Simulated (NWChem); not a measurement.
# GeNH$_{5}$O; SMILES [NH2][GeH2][OH]

```xyz
8

Ge    -0.3428     0.0086     0.0000
N      0.6444    -1.5159     0.0000
O      0.7636     1.4154     0.0000
H     -1.1989     0.0257     1.2808
H     -1.1989     0.0257    -1.2808
H      1.2210    -1.6503    -0.8261
H      1.2210    -1.6503     0.8261
H      0.3053     2.2624     0.0000
```
Atoms are numbered in this order, from 1.

Results from NWChem. Pople sets run with spherical d functions. Coordinates come from a PBE0/def2-SVP optimisation.

For level LC-BLYP (range parameter 0.33 per bohr)/6-31G*:

```yaml
highest occupied level (eV): -9.68
orbital gap (eV): 12.38
```

Task: What are these values for level B3LYP/6-31G*?

Result: The highest occupied level (eV) is -7.08 and the orbital gap (eV) is 7.79.
